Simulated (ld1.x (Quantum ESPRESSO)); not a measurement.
## Cl (Z = 17): variants of one TM potential

Base potential:

ld1.x (Quantum ESPRESSO) 7.5 input, shortened:

```
&input
   title='Cl', zed=17., rel=1, dft='PZ', iswitch=3,
   config='[Ne] 3s1.75 3p5.25'
 /
 &inputp
   pseudotype=2, tm=.true., lloc=0,
   nlcc=.true., rcore=0.85
 /
2
3P  2  1   5.25   0.00  1.05  1.05  0.0
3S  1  0   1.75   0.00  1.00  1.00  0.0
 &test
   configts(1)='3s1.75 3p5.25'
 /
```

All-electron outer shells of the reference configuration (LDA (PZ), scalar-relativistic, ld1.x):

| shell | level (eV) | outermost node (bohr) | outermost maximum (bohr) |
| --- | --- | --- | --- |
| 2s | -252.06 | 0.12 | 0.36 |
| 2p | -191.96 | – | 0.30 |
| 3s | -20.86 | 0.56 | 1.27 |
| 3p | -8.84 | 0.53 | 1.43 |

Cutoffs, loose and tight: the cutoffs (Ry, on a coarse ladder) from which the occupation-weighted sum of valence levels, in a spherical-Bessel basis at the reference potential, stays within 10 and 1 mRy of its value at 400 Ry. They do not see the model core or the augmentation charge, which bear on the density cutoff. Test errors are all-electron minus pseudo excitation energies from the reference, over the configurations 3s2 3p5; 3s2 3p4; 3s2 3p3; 3s2 3p2; 3s2 3p1; 3s2 3p4.5; 3s1 3p6 (two spin-polarised tests are not counted in the largest error). A dash means not determined; rows that change the core or the reference have their own tests.

```tsv
change	outcome	cutoff, loose	cutoff, tight	bound ghosts	largest test error (meV)
base	generated	140 Ry	260 Ry	none	+236
non-relativistic	generated	140 Ry	260 Ry	none	+245
functional PBE	generated	140 Ry	260 Ry	none	+228
wave 3s (bound): rc 1.00 bohr becomes 3s (bound): rc 0.90 bohr	generated	120 Ry	300 Ry	none	+318
type PAW; waves now 3s (bound): rcut 0.85, rcutus 1.00 bohr; 3s channel at -0.95 Ry: rcut 0.85, rcutus 1.00 bohr; 3p (bound): rcut 0.90, rcutus 1.05 bohr; 3p channel at 2.35 Ry: rcut 0.90, rcutus 1.05 bohr; local potential all-electron potential smoothed inside 0.85 bohr (lloc = -2); augmentation PSQ, radius 0.80 bohr	failed: new_paw_hamiltonian: negative rho	–	–	–	–
local potential all-electron potential smoothed inside 0.95 bohr (lloc = -1)	generated	140 Ry	260 Ry	none	+434
```

What comes out with this change to the base: all radii but the core radius scaled by about 1.03 (s 1.04, p 1.08 bohr)?

outcome: generated; cutoff, loose: 110 Ry; cutoff, tight: 200 Ry; bound ghosts: none; largest test error (meV): +216.

What comes out with this change to the base: wave 3p (bound): rc 1.05 bohr becomes 3p (bound): rc 1.58 bohr?

outcome: generated; cutoff, loose: 100 Ry; cutoff, tight: 230 Ry; bound ghosts: none; largest test error (meV): +263.

What comes out with this change to the base: core correction a·sin(br)/r model core inside 1.12 bohr?

outcome: generated; cutoff, loose: 140 Ry; cutoff, tight: 260 Ry; bound ghosts: none; largest test error (meV): +278.
